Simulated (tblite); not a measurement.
Start geometry of `C#C[C@@](C)(C[SiH3])N[SiH3]` from a force field or distance geometry (Å):
```
atom  x, y, z in Å
C1    -0.1464   -0.8053    2.4008
C2    -0.1486   -0.6367    1.1909
C3    -0.1224   -0.4229   -0.2620
C4     0.1402   -1.7519   -0.9164
C5    -1.5122    0.0705   -0.6466
Si6   -1.8215    1.6481    0.2706
N7     0.7931    0.6004   -0.6353
Si8    2.4835    0.3111   -0.2021
H9    -0.1488   -0.9465    3.4525
H10    0.6742   -1.6967   -1.8573
H11    0.6748   -2.4434   -0.2354
H12   -0.8532   -2.2269   -1.1162
H13   -2.2971   -0.6882   -0.4907
H14   -1.4335    0.3240   -1.7421
H15   -1.3206    1.5486    1.6650
H16   -1.1404    2.7854   -0.3280
H17   -3.2505    1.9645    0.3391
H18    0.4803    1.5622   -0.5832
H19    2.7274   -0.8936    0.5875
H20    2.9728    1.4692    0.5578
H21    3.2400    0.2450   -1.4494
```

What comes out of this run: GFN2-xTB geometry optimisation, gas phase (tblite)?

```
atom  x, y, z in Å
C1     0.013   -1.325    2.230
C2    -0.048   -0.919    1.106
C3    -0.158   -0.482   -0.278
C4     0.012   -1.722   -1.177
C5    -1.541    0.152   -0.493
Si6   -1.733    1.822    0.401
N7     0.868    0.504   -0.566
Si8    2.429    0.562    0.147
H9     0.074   -1.666    3.221
H10   -0.057   -1.434   -2.226
H11    0.986   -2.173   -1.001
H12   -0.760   -2.458   -0.964
H13   -2.307   -0.549   -0.157
H14   -1.692    0.292   -1.566
H15   -1.485    1.658    1.831
H16   -0.838    2.827   -0.173
H17   -3.120    2.254    0.186
H18    0.766    0.849   -1.508
H19    2.282    0.927    1.555
H20    3.114    1.596   -0.629
H21    3.186   -0.698    0.061
```

The energy falls by 65.4 kJ/mol over 156 L-BFGS steps, the largest force on an atom goes from 2.68 to 0.009 eV/Å, and the atoms move by 0.818 Å rms after alignment. The bond that changes most is C5–Si6 (sp3 carbon bound to silicon to SiH3 silicon), which lengthens by 0.053 Å. Bonds longer at the end by more than 0.005 Å: 7 of 20; shorter: 10. Among the angles that change most is C3–N7–Si8, from 115.7° to 125.7°. Among the dihedrals that turn most is C2–C3–N7–H18, from -83° to -177°. Rotational constants go from 1816, 1011, 949.5 to 1591, 1044, 927.6 MHz. The orientation of the end geometry is arbitrary; only internal coordinates are fixed.

Its GFN2-xTB frequencies are all real (lowest 24 cm⁻¹). One conformer, not necessarily the lowest.

These are computed values.
